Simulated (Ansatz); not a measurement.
The cluster Na₂Li₃⁺, relaxed as a singlet with RKS B3LYP/def2-TZVP in Ansatz, starting from the GFN2-xTB geometry. Force threshold 0.02 eV/Å.

The structure comes from a short search, and lower isomers may exist.

Start:

```xyz
5

Li    0.109    0.689   -1.130
Li   -0.457    0.587    1.537
Li   -0.215   -1.666    0.186
Na    0.144    2.106   -3.523
Na    0.418   -1.716    2.929
```

(1) Estimate the energy that the relaxation releases and the steps that it takes.

(2) Does the start keep its bonding and symmetry?

(3) Predict the relaxed structure.

Results:

(1) 17.7 kcal/mol, in 19 steps; 22 s on 4 threads of Arm Neoverse V2 on a shared host. The force fell under the threshold at step 17, but the optimiser went on and released 0.002 eV more. No frequencies were taken in this run, so the end may be a saddle point.

(2) Bonds formed: Li1–Na5, Li2–Na4, Li3–Na4 (atoms count from 1). Metal–metal contacts that move far: Li1–Na4 2.78 to 3.38 Å, Li3–Na5 2.82 to 3.38 Å. Point group Cs at the start, D3h at the end, both within 0.05 Å; within 0.015 Å the end is C2.

(3) 
```xyz
5

Li    1.547    0.334   -0.251
Li   -0.908    1.010    0.836
Li   -0.633   -1.344   -0.585
Na   -0.703    1.432   -2.526
Na    0.696   -1.432    2.526
```
Bond lengths (bridged metal pairs left out): 6 × Li–Na 3.38 to 3.40 Å; 3 × Li–Li 2.76 to 2.77 Å.
